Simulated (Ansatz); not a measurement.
System: CH6BO2Si (charge 0, doublet). It need not be the lowest isomer of its formula. 
Structure (B3LYP-D3(BJ)/def2-TZVP (Ansatz, a first-principles code) minimum search):
```xyz
11

C     -2.2860     0.5697    -0.2389
Si    -0.8488    -0.6395    -0.3470
B      0.9705     0.0389     0.1669
O      1.2057     1.3793     0.0619
O      2.0139    -0.7645     0.5557
H     -2.5679     0.7441     0.8030
H     -3.1642     0.1960    -0.7672
H     -2.0003     1.5274    -0.6755
H     -1.1913    -1.9637     0.2450
H      2.1162     1.6155     0.2841
H      1.7970    -1.6980     0.6264
```
Charge 0, spin multiplicity 2.

Basis-set convergence of Hartree-Fock and MP2 correlation energies (hartree) with Ansatz. Correlated levels leave the core frozen unless marked. Open shells are spin-unrestricted. No spin-orbit coupling. No relativistic terms.

```
basis        functions       E(HF)  E(corr, MP2)
-----------  ---------  ----------  ------------
cc-pV(D+d)Z        109  -504.79882      -0.68297
cc-pV(T+d)Z        243  -504.88301      -0.85871
cc-pV(Q+d)Z        464  -504.90233      -0.92216
```

Extrapolating the two largest sets (X = 3 and 4) as X^-3: E(corr) = (64·(-0.92216) - 27·(-0.85871))/37 = -0.9685 Eh, an estimate of the basis-set limit. The largest set recovers 95.2 % of it, the smallest 70.5 %.
